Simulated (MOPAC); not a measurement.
MOPAC input (PM7):

```
PM7 PRECISE GNORM=0.05 LET XYZ GEO-OK AUX(PRECISION=9) THREADS=1
HfO2

Hf    0.06899858 1    0.13824976 1    0.11353732 1
O     0.79805456 1   -0.42960949 1   -1.41901862 1
O    -1.41904176 1   -0.81463831 1    0.39718275 1
```

From the last part of the output:

```
                                                       MOPAC v23.2.5 Linux

          FINAL HEAT OF FORMATION =        -87.86753 KCAL/MOL =    -367.63775 KJ/MOL

          COSMO AREA              =         93.74 SQUARE ANGSTROMS
          COSMO VOLUME            =         82.00 CUBIC ANGSTROMS

          GRADIENT NORM           =          0.02621          =       0.01513 PER ATOM
          IONIZATION POTENTIAL    =         10.495600 EV
          HOMO LUMO ENERGIES (EV) =        -10.496 -2.459
          NO. OF FILLED LEVELS    =          8
          MOLECULAR WEIGHT        =        210.4888         POINT GROUP:  C2v

          MOLECULAR DIMENSIONS (Angstroms)

            Atom       Atom       Distance
            O     3    O     2     2.76605
            O     2   Hf     1     1.07552
           Hf     1    O     3     0.00000

          SCF CALCULATIONS        =         10

   ATOM   CHEMICAL          X               Y               Z
  NUMBER   SYMBOL      (ANGSTROMS)     (ANGSTROMS)     (ANGSTROMS)

     1      Hf          0.07182124  *   0.14390699  *   0.11818413  *
     2       O          0.74514515  *  -0.44742736  *  -1.38729861  *
     3       O         -1.37556022  *  -0.81571595  *   0.34994207  *

                             CARTESIAN COORDINATES

   1   Hf        0.071821238     0.143906986     0.118184133
   2    O        0.745145154    -0.447427363    -1.387298607
   3    O       -1.375560218    -0.815715947     0.349942072

           Empirical Formula: O2 Hf  =     3 atoms

      MOLECULAR POINT GROUP   :   C2v

                  EIGENVALUES
 -28.40469 -27.16318 -14.74134 -14.67729 -13.78730 -12.85276 -12.59936 -10.49560
  -2.45936   1.48259   2.58870   2.74534   5.37886   5.42365  33.98893  35.07711
  35.64703

              NET ATOMIC CHARGES AND DIPOLE CONTRIBUTIONS

  ATOM NO.   TYPE          CHARGE      No. of ELECS.   s-Pop       p-Pop       d-Pop
    1         Hf           0.568305        3.4317     0.82636     0.09974     2.50560
    2          O          -0.284155        6.2842     1.85080     4.43335
    3          O          -0.284150        6.2842     1.85080     4.43335
 DIPOLE           X         Y         Z       TOTAL
 POINT-CHG.     1.056     2.117     1.738     2.936
 HYBRID         0.780     1.563     1.284     2.168
 SUM            1.837     3.680     3.022     5.104

          ATOMIC ORBITAL ELECTRON POPULATIONS

     Atom    s        px        py        pz      x^2-y^2     xz        z^2       yz        xy
    1 Hf   0.82636   0.04529   0.01718   0.03727   0.60185   0.51139   0.56920   0.43584   0.38732
    2  O   1.85080   1.49499   1.52232   1.41605
    3  O   1.85080   1.39089   1.48610   1.55636

 **********************
 *                    *
 * JOB ENDED NORMALLY *
 *                    *
 **********************

 == MOPAC DONE ==
```
